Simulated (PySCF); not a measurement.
A structure optimised at B3LYP-D3(BJ)/def2-SVP, used in a PySCF frequency run:

```xyz
7

O     -0.4353     1.7782     0.4027
Ge    -0.2003     0.0558     0.1492
O     -1.6852    -0.6244    -0.4738
F      0.2080    -0.6437     1.6823
Cl     1.3936    -0.4255    -1.1850
H      0.2756     2.1915     0.9131
H     -2.4658    -0.1790    -0.1128
```

Problem. Write its SMILES and formula.

Solution. [OH][Ge]([OH])([F])[Cl], ClFGeH2O2

Problem. What are its rotational constants (standard atomic weights)?

Solution. 3.4819, 2.1050, 2.0549 GHz
